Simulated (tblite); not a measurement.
C₆H₃ClF (doublet state).
SMILES: `Fc1cc[c]cc1Cl`

Structure optimised with GFN2-xTB, isolated species. This method treats the open shell by occupation alone, without spin polarisation.

Masses are those of the commonest isotopes; rigid-rotor values at the optimised geometry. 

What are A, B and C (cm⁻¹)?

Ia = 166.04, Ib = 318.99, Ic = 485.03 u·Å²; 505379 MHz·u·Å²/I gives 3044, 1584 and 1042 MHz, that is A = 0.10153, B = 0.05285, C = 0.03476 cm⁻¹.

Classify the top.

An asymmetric top. Ray's parameter κ = (2B − A − C)/(A − C) = -0.458; −1 is the prolate and +1 the oblate limit.

What does the inertial defect say?

Planar: Δ = Ic − Ia − Ib = 0.00 u·Å². For a rigid frame Δ = −2 Σ m c², so it vanishes when all atoms lie in the ab plane; here none is more than 0.01 Å from it.

Give the coordinates in the principal-axis frame, origin at the centre of mass.

The sense of each axis is arbitrary; atoms in the order of the calculation.
```tsv
atom	mass (u)	a (Å)	b (Å)	c (Å)
F1	18.998	0.411	1.987	-0.001
C2	12.000	-0.307	0.848	0.000
C3	12.000	-1.688	0.934	0.001
C4	12.000	-2.444	-0.234	0.001
C5	12.000	-1.755	-1.411	-0.001
C6	12.000	-0.402	-1.549	-0.001
C7	12.000	0.356	-0.376	-0.001
Cl8	34.969	2.079	-0.443	0.001
H9	1.008	-2.156	1.906	0.001
H10	1.008	-3.521	-0.192	0.004
H11	1.008	0.090	-2.508	-0.002
```

Where do the levels up to J = 5 lie, in MHz?

Above 0(0,0):
J = 1: 1(0,1) 2626, 1(1,1) 4086, 1(1,0) 4628
J = 2: 2(0,2) 7754, 2(1,2) 8796, 2(1,1) 10423, 2(2,1) 14801, 2(2,0) 14926
J = 3: 3(0,3) 15170, 3(1,3) 15790, 3(1,2) 19026, 3(2,2) 22680, 3(2,1) 23268, 3(3,1) 31404, 3(3,0) 31423
J = 4: 4(0,4) 24691, 4(1,4) 25006, 4(1,3) 30303, 4(2,3) 33086, 4(2,2) 34656, 4(3,2) 42113, 4(3,1) 42240, 4(4,1) 54051, 4(4,0) 54053
J = 5: 5(0,5) 36246, 5(1,5) 36390, 5(1,4) 44052, 5(2,4) 45941, 5(2,3) 49068, 5(3,3) 55517, 5(3,2) 55990, 5(4,2) 67459, 5(4,1) 67480, 5(5,1) 82779, 5(5,0) 82780
The levels of one J sum to (2J + 1)J(J + 1)(A + B + C)/3.

Estimate the classical rotational partition function at 25 K, 100 K and 200 K.

Point group Cs, symmetry number σ = 1; q = (√π/σ)·√((kT/h)³/(ABC)), k/h = 20836.6 MHz/K: 9400 at 25 K, 75200 at 100 K, 213000 at 200 K.

For this open shell read J as N, the rotation without spin; fine and hyperfine splittings come on top. Its GFN2-xTB frequencies are all real (lowest 141 cm⁻¹). Constants of a rigid frame at the computed geometry: no zero-point averaging, no centrifugal distortion.
